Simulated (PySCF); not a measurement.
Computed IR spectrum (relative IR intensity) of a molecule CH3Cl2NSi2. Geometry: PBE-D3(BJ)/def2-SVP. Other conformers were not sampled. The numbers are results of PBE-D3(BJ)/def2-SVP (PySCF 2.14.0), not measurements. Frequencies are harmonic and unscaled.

Lines under 2 % of the strongest are left out, and lines within 2 cm⁻¹ are merged.

ν (cm⁻¹): 154 (vw), 259 (w), 440 (w), 444 (w), 523 (vs), 602 (vs), 626 (s), 724 (m), 732 (vs), 864 (m), 894 (s), 1238 (w), 1529 (m), 2137 (s), 2159 (s), 2954 (m) (against the strongest line: vs over 80 %, s over 45 %, m over 15 %, w over 4 %, vw less)

### Question
Which structure fits?
A. Cl[Si@H]1C=N[Si@@H]1Cl
B. Cl[Si]1(Cl)C=N[SiH2]1
C. Cl[Si]1(Cl)N=C[SiH2]1

### Answer
C, Cl[Si]1(Cl)N=C[SiH2]1
